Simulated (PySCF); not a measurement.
Zero-point energy (kcal/mol) of eight silicon and germanium compounds: PBE-D3(BJ) beside B3LYP-D3(BJ), computed with PySCF for isolated molecules in the bases named; differences from unrounded values. The eight are the first of their class met in an unordered collection, after screening for sound electronic states; none was chosen by its value. Each level has its own optimised geometry.

```json
[
 {"molecule": "C2H9FSi3, SMILES C1[C@H](F)[Si@@H]([SiH3])[SiH2]1", "basis": "def2-SVP", "B3LYP-D3(BJ)": "61.35", "PBE-D3(BJ)": "59.45", "difference": "-1.90"},
 {"molecule": "C2H5N3Si, SMILES N[SiH]1N=CC=N1", "basis": "def2-SVP", "B3LYP-D3(BJ)": "48.30", "PBE-D3(BJ)": "46.93", "difference": "-1.37"},
 {"molecule": "CH3ClFNSi2, SMILES F[Si@]1(Cl)N=C[SiH2]1", "basis": "def2-SVP", "B3LYP-D3(BJ)": "26.77", "PBE-D3(BJ)": "25.81", "difference": "-0.96"},
 {"molecule": "B(Cl)2(OSiH3) (BCl2H3OSi), SMILES [SiH3]OB(Cl)Cl", "basis": "def2-SVP", "B3LYP-D3(BJ)": "23.20", "PBE-D3(BJ)": "22.51", "difference": "-0.69"},
 {"molecule": "C2H10FNSi2, SMILES C([SiH2]C[SiH2]F)N", "basis": "def2-SVP", "B3LYP-D3(BJ)": "74.59", "PBE-D3(BJ)": "72.48", "difference": "-2.11"},
 {"molecule": "propoxymethylsilane (C4H12OSi), SMILES CCCOC[SiH3]", "basis": "def2-SVP", "B3LYP-D3(BJ)": "94.68", "PBE-D3(BJ)": "92.01", "difference": "-2.67"},
 {"molecule": "B(F)(OH)(OSiH3) (BFH4O2Si), SMILES OB(F)O[SiH3]", "basis": "def2-SVP", "B3LYP-D3(BJ)": "32.91", "PBE-D3(BJ)": "31.90", "difference": "-1.01"},
 {"molecule": "2,2-difluoro-1-silylethanone (C2H4F2OSi), SMILES O=C([SiH3])C(F)F", "basis": "def2-SVP", "B3LYP-D3(BJ)": "35.50", "PBE-D3(BJ)": "34.22", "difference": "-1.28"}
]
```

PBE-D3(BJ) lies below B3LYP-D3(BJ) in 8 and above it in 0 of the eight; the mean signed difference is -1.50 and the largest -2.67 kcal/mol.
